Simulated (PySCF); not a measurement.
(E)-2-chloro-1-fluoroprop-1-ene (C3H4ClF), SMILES C/C(Cl)=C\F. Geometry optimised at PBE-D3(BJ)/def2-SVP.

Computed with PBE-D3(BJ)/def2-SVP run with PySCF 2.14.0.

Harmonic wavenumbers (cm⁻¹): 177, 235, 274, 314, 413, 461, 747, 800, 956, 1009, 1083, 1156, 1281, 1349, 1395, 1400, 1696, 2972, 3049, 3091, 3145. Rotational constants (GHz): 7.674, 2.387, 1.842; symmetry number 1.

### Question
Work out the zero-point energy and the ideal-gas rigid-rotor harmonic-oscillator thermochemistry at 298.15 K and 1 atm.

### Answer
ZPE = ½ Σ hcν = ½ × 27003 cm⁻¹ = 161.51 kJ/mol. H − E(el) = 178.92 kJ/mol. Entropy in J/(mol K): translation 165.48, rotation 111.53, vibration 40.44, total 317.45. G − E(el) = 84.27 kJ/mol. Cp = 87.89 J/(mol K).
